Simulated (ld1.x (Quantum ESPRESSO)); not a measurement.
# What the settings do to the TM potential of Pt

Base potential:

* Element: Pt
* Generator: ld1.x (Quantum ESPRESSO) 7.5
* Type: norm-conserving Troullier–Martins (Kleinman–Bylander form)
* Functional: LDA (PZ)
* Relativity: fully relativistic
* Frozen core: [Kr] 4d10 4f14
* Valence charge: 18
* Reference configuration: 5s2 5p6 5d9 6s0.5 6p0.5
* Partial waves: 5s (bound): rc 1.50 bohr; 5p (bound): rc 1.55 bohr; 5d (bound): rc 1.85 bohr
* Local potential: all-electron potential smoothed inside 1.65 bohr (lloc = -2)
* Core correction: none

Open shells are filled in proportion to 2j + 1 (rel_dist='average').

Occupied shells without a wave of their own: 6p, 6s. They enter only through the test configuration that unscreens the potential.

Cutoffs, loose and tight: the cutoffs (Ry, on a coarse ladder) from which the occupation-weighted sum of valence levels, in a spherical-Bessel basis at the reference potential, stays within 10 and 1 mRy of its value at 400 Ry. They do not see the model core or the augmentation charge, which bear on the density cutoff. Test errors are all-electron minus pseudo excitation energies from the reference, over the configurations 5s2 5p6 5d9 6s1 6p0; 5s2 5p6 5d9 6s0 6p0; 5s2 5p6 5d8 6s0 6p0; 5s2 5p6 5d8 6s2 6p0; 5s1 5p6 5d9 6s1 6p0; 5s2 5p6 5d7 6s0 6p0; 5s2 5p6 5d9 6s0.5 6p0. A dash means not determined; rows that change the core or the reference have their own tests.

A true bound ghost makes a file unfit for plane-wave use even where its test errors are small: the radial tests pick states by their node count and pass the ghost by. Where a test does run into it, the solver fails or the error is huge.

Cutoffs are not given where the Bessel-basis levels miss the radial ones by over 6 mRy, ghosts where they miss by over 20 mRy; a channel whose overlap is not positive is not tested.

On the changes marked as counting shells twice: ld1.x takes every shell without a wave as core, so the model core holds the marked electrons as well and exchange and correlation see them twice. This cancels in the reference configuration, but the file is broken for other ones, and its errors say nothing about a proper core correction.

```csv
change,outcome,"cutoff, loose","cutoff, tight",bound ghosts,largest test error (meV)
base,"generated, misses its reference levels by 1.50 eV",–,–,none,+2401
wave 5d (bound): rc 1.85 bohr becomes 5d (bound): rc 1.30 bohr,"generated, misses its reference levels by 1.50 eV",80 Ry,100 Ry,none,+2401
local potential the s channel,"generated, misses its reference levels by 2.14 eV",–,–,none,+3287
"core correction a·sin(br)/r model core inside 0.74 bohr (6p, 6s counted twice)","generated, misses its reference levels by 1.50 eV",–,–,none,+2347
wave 5p (bound): rc 1.55 bohr becomes 5p (bound): rc 2.36 bohr,"generated, misses its reference levels by 1.50 eV",70 Ry,90 Ry,none,+2395
local potential all-electron potential smoothed inside 1.22 bohr (lloc = -2),"generated, misses its reference levels by 0.50 eV",–,–,none,+793
"all radii scaled by about 1.11 (s 1.68, p 1.72, d 2.06 bohr); local potential all-electron potential smoothed inside 1.84 bohr (lloc = -2)","generated, misses its reference levels by 0.22 eV",50 Ry,80 Ry,none,+405
reference 5s2 5p6 5d9 6s1 6p0,"generated, misses its reference levels by 1.45 eV",–,–,none,-3188
"core [Xe] 4f14, valence charge 10; reference 5d10 6s0 6p0; waves now 6s (bound): rc 2.20 bohr; 6p (bound): rc 3.15 bohr; 5d (bound): rc 1.70 bohr; local potential the d channel; core correction a·sin(br)/r model core, default radius (core density twice the valence density)","generated, misses its reference levels by 0.78 eV",40 Ry,50 Ry,"s, p3/2, p1/2",-794 over the solved tests; 1 of 7 tests not solved or not reliable
```

**Question.** What comes out with this change to the base: wave 5s (bound): rc 1.50 bohr becomes 5s (bound): rc 2.22 bohr?

**Answer.** outcome: generated, misses its reference levels by 2.09 eV; bound ghosts: none; largest test error (meV): +3284.

**Question.** What comes out with this change to the base: scalar-relativistic?

**Answer.** outcome: generated, misses its reference levels by 1.48 eV; cutoff, loose: 80 Ry; cutoff, tight: 100 Ry; bound ghosts: none; largest test error (meV): +2359.
